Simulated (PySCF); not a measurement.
Run record for `C/C=[CH]\[AlH2-][NH3+]`: WP04/def2-SVP, grid level 4, TDA, 1 singlet.

Method: TDA WP04/def2-SVP, vertical, gas phase, core orbitals frozen in the response (PySCF 2.14.0, density-fitted response routines). Geometry: GFN2-xTB. The input is one job of a driver script: a line of settings, then coordinates in Å.

Command:
```bash
OMP_NUM_THREADS=1 python probes_run.py task.json out
```

Input:
```
{"job": {"kind": "uv", "xc": "WP04", "basis": "def2-SVP", "nstates": 1, "ntriplets": 0, "tda": true, "grid": 4}, "charge": 0, "multiplicity": 1}
C     -2.283419    -0.561984     0.172139
C     -1.706955     0.794897    -0.056913
C     -0.388483     1.002271    -0.137734
Al     0.766944    -0.609069     0.066152
N      2.630317     0.234018    -0.140845
H     -2.929250    -0.857083    -0.655540
H     -1.464447    -1.284828     0.260534
H     -2.878061    -0.585469     1.085909
H     -2.442692     1.593513    -0.151854
H     -0.102962     2.046925    -0.310374
H      0.904669    -1.630760    -1.120042
H      1.011628    -1.224988     1.490907
H      2.814702     0.926372     0.580821
H      3.317542    -0.509977    -0.054882
H      2.746054     0.674152    -1.050190
```

Output:
```
coarse grid: 12144 points
cycle   1  E = -424.5160440259  dE =  1.112e-01  |g| = 7.022e-01  |ddm| = 3.715e+00
cycle   2  E = -424.4425018943  dE =  7.354e-02  |g| = 8.818e-01  |ddm| = 1.646e+00
cycle   3  E = -424.6483345951  dE = -2.058e-01  |g| = 1.105e-01  |ddm| = 1.002e+00
cycle   4  E = -424.6505848871  dE = -2.250e-03  |g| = 7.145e-02  |ddm| = 1.693e-01
cycle   5  E = -424.6519668069  dE = -1.382e-03  |g| = 1.103e-02  |ddm| = 7.027e-02
cycle   6  E = -424.6519929414  dE = -2.613e-05  |g| = 4.539e-03  |ddm| = 1.196e-02
cycle   7  E = -424.6519980896  dE = -5.148e-06  |g| = 4.567e-04  |ddm| = 4.494e-03
final grid: 299472 points
cycle   8  E = -424.7262953544  dE = -4.177e-05  |g| = 7.925e-03  |ddm| = 2.870e-02
cycle   9  E = -424.7262844182  dE =  1.094e-05  |g| = 1.046e-02  |ddm| = 1.678e-02
cycle  10  E = -424.7263114734  dE = -2.706e-05  |g| = 5.258e-04  |ddm| = 9.371e-03
cycle  11  E = -424.7263115245  dE = -5.113e-08  |g| = 2.719e-04  |ddm| = 7.126e-04
cycle  12  E = -424.7263115399  dE = -1.543e-08  |g| = 1.184e-04  |ddm| = 2.942e-04
cycle  13  E = -424.7263115435  dE = -3.598e-09  |g| = 2.068e-05  |ddm| = 1.213e-04
cycle  14  E = -424.7263115436  dE = -1.255e-10  |g| = 2.765e-06  |ddm| = 2.834e-05
converged SCF energy = -424.7263115436

Static polarisability (au): isotropic 63.124, principal 49.861 60.597 78.913

Singlet excitations
state   eV       nm        f      main configurations
  1   5.7927    214.0   0.00000   H->L 0.99
```

The SCF starts on a coarse grid where the log names one; the energy can jump when the final grid takes over, and dE then counts from the start density on the new grid. H and L stand for HOMO and LUMO; the number after each pair is its weight.

**Question.** Give the mean polarisability as a volume in Å³, and the ratio of the largest to the smallest principal value.

**Answer.** 63.124 au × 0.148185 = 9.35 Å³; 78.913/49.861 = 1.58.

**Question.** How does the lowest singlet excitation compare with the HOMO–LUMO gap?

**Answer.** HOMO -7.50 eV and LUMO -1.23 eV give a gap of 6.27 eV; S1 at 5.79 eV lies 0.48 eV below it.

In short: SCF converged in 14 cycles with 124 basis and 659 fitting functions; HOMO -7.50 eV, LUMO -1.23 eV; lowest singlet 5.79 eV; mean polarisability 63.1 au.

**Question.** How long does this job take on one thread of an Arm Neoverse V1, shared host with 64 logical CPUs at a one-minute load of 38? And the peak memory of the process?

**Answer.** About 16 s, with 0.59 GiB resident at the peak, the Python interpreter and its libraries included.

Conformer computed: `[CH3:1]/[CH:2]=[CH:3]\[AlH2-:4][NH3+:5]`: C2–C3–Al4–N5 180°.

One conformer stands for the species.
